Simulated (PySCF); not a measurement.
Computed IR spectrum (relative IR intensity) of a molecule C2H5ClF2Si. The structure is a stationary point at PBE-D3(BJ)/def2-SVP. One conformer was computed; it need not be the lowest. Calculation: PySCF with PBE-D3(BJ)/def2-SVP. Frequencies are harmonic and unscaled.

Lines under 2 % of the strongest are left out, and lines within 2 cm⁻¹ are merged.

ν (cm⁻¹): 360 (w), 383 (vw), 473 (w), 540 (m), 573 (w), 823 (vs), 901 (w), 912 (s), 1104 (m), 1141 (m), 1166 (m), 1338 (w), 1397 (vw), 2187 (m), 2213 (m) (against the strongest line: vs over 80 %, s over 45 %, m over 15 %, w over 4 %, vw less)

### Question
Which structure fits?
(A) C[Si@@](F)(Cl)CF
(B) CC(F)(F)[SiH2]Cl
(C) FC(F)C[SiH2]Cl
(D) FC[SiH](Cl)CF

### Answer
B, CC(F)(F)[SiH2]Cl
